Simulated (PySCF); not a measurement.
SeFCl, SMILES F[Se]Cl.

Coordinates come from a r2SCAN-D4/def2-TZVP optimisation.

Level of theory: TDDFT-CAM-B3LYP/def2-SVPD run with PySCF 2.14.0.

Vertical excitations.  State labels are in the subgroup Cs.

```json
[
 {"state": "S1", "symmetry": "A\"", "energy (eV)": "2.85", "λ (nm)": "435", "f": "0.001", "main pairs": "HOMO→LUMO 92 %"},
 {"state": "S2", "symmetry": "A\"", "energy (eV)": "3.26", "λ (nm)": "381", "f": "0.000", "main pairs": "HOMO→LUMO+1 92 %"},
 {"state": "S3", "symmetry": "A'", "energy (eV)": "6.00", "λ (nm)": "207", "f": "0.004", "main pairs": "HOMO−1→LUMO 84 %"},
 {"state": "S4", "symmetry": "A\"", "energy (eV)": "6.38", "λ (nm)": "194", "f": "0.000", "main pairs": "HOMO−2→LUMO 84 %"},
 {"state": "S5", "symmetry": "A\"", "energy (eV)": "6.59", "λ (nm)": "188", "f": "0.049", "main pairs": "HOMO→LUMO+2 93 %"},
 {"state": "S6", "symmetry": "A'", "energy (eV)": "6.75", "λ (nm)": "184", "f": "0.003", "main pairs": "HOMO−1→LUMO+1 73 %, HOMO−3→LUMO 16 %"},
 {"state": "S7", "symmetry": "A\"", "energy (eV)": "6.89", "λ (nm)": "180", "f": "0.001", "main pairs": "HOMO−2→LUMO+1 84 %"},
 {"state": "S8", "symmetry": "A'", "energy (eV)": "7.22", "λ (nm)": "172", "f": "0.014", "main pairs": "HOMO−3→LUMO+1 76 %, HOMO−3→LUMO 17 %"},
 {"state": "S9", "symmetry": "A\"", "energy (eV)": "7.45", "λ (nm)": "166", "f": "0.018", "main pairs": "HOMO→LUMO+3 92 %"},
 {"state": "S10", "symmetry": "A'", "energy (eV)": "7.69", "λ (nm)": "161", "f": "0.103", "main pairs": "HOMO→LUMO+4 97 %"},
 {"state": "T1", "symmetry": "A\"", "energy (eV)": "2.13", "λ (nm)": "582", "f": "0", "main pairs": "HOMO→LUMO 85 %"},
 {"state": "T2", "symmetry": "A\"", "energy (eV)": "2.37", "λ (nm)": "523", "f": "0", "main pairs": "HOMO→LUMO+1 84 %"},
 {"state": "T3", "symmetry": "A'", "energy (eV)": "5.30", "λ (nm)": "234", "f": "0", "main pairs": "HOMO−1→LUMO 81 %, HOMO−1→LUMO+1 14 %"},
 {"state": "T4", "symmetry": "A\"", "energy (eV)": "5.71", "λ (nm)": "217", "f": "0", "main pairs": "HOMO−2→LUMO 79 %, HOMO−2→LUMO+1 17 %"}
]
```
Triplets are in the Tamm–Dancoff approximation, which puts them higher than full response would, so one can lie above its singlet here.
